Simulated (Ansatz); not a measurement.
Reactions of C4H8O (`CC1OC1C`).

Isolated molecules relaxed with PBE0-D4/def2-TZVP in Ansatz; ΔE leaves out vibrations. CBS: MP2 limit from def2 TZ/QZ plus the TZ coupled-cluster correction, frozen cores. This one scheme is used for every species, atoms too. DFT in def2-TZVPP. No spin–orbit coupling; open shells (•) take unrestricted orbitals. Spin–orbit coupling would lower the free atoms: a little for C, O. Each species was taken in one conformer, which may not be the lowest.

```csv
reaction,PBE0-D4 (kJ/mol),r2SCAN-D4 (kJ/mol),CCSD/CBS(def2) (kJ/mol),ωB97M-V (kJ/mol),CCSD(T)/CBS(def2) (kJ/mol)
`C[C@@H]1O[C@H]1C` + H₂ → `CC1CO1` + CH₄,-50,-49,-52,-49,-48
`C[C@@H]1O[C@H]1C` → `CC1(C)CO1`,2,1,0,0,-1
`C[C@@H]1O[C@H]1C` → `C=C(C)CO`,-14,-16,-30,-23,-30
`C[C@@H]1O[C@H]1C` + `S[SiH2]S` → `CS[SiH2]S` + `CC1CO1`,23,24,26,25,25
`C[C@@H]1O[C@H]1C` → `C=CCCO`,0,-1,-18,-10,-18
`C[C@@H]1O[C@H]1C` → `C1CCOC1`,-53,-45,-56,-53,-54
`C[C@@H]1O[C@H]1C` → 4 C• + 8 H• + O•,5270,5247,5148,5242,5222
```

Largest T1 diagnostic: 0.011, for `S[SiH2]S`.
